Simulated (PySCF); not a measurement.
Relaxation of singlet PtI2

All numbers come from B3LYP in PySCF with Pt def2-SVP with ECP60, I def2-SVP with ECP28; scalar-relativistic core potentials, no spin–orbit coupling; density-fitted integrals. A (50,194) grid was used.

A start displaced from a saddle point along its imaginary mode, of C2v symmetry, held to at least that symmetry:

```xyz
3
charge 0 multiplicity 1, angstrom
Pt   -0.2500    0.0000    0.0000
I     0.1920    0.0000    2.5137
I     0.1920    0.0000   -2.5137
```

What does it relax to?

It ends at C2v with Pt–I 2.519 Å (×2); I–Pt–I 104.2° (after a last refinement on a finer grid). A frequency run shows a minimum.

How much energy is released, and in how many steps?

34.3 kJ/mol in 9 steps.

At this level a triplet minimum of D∞h symmetry lies 31 kJ/mol below this structure. With an element this heavy the missing spin–orbit coupling can shift these numbers.

The relaxation took of the order of 90 core-seconds on a shared host.
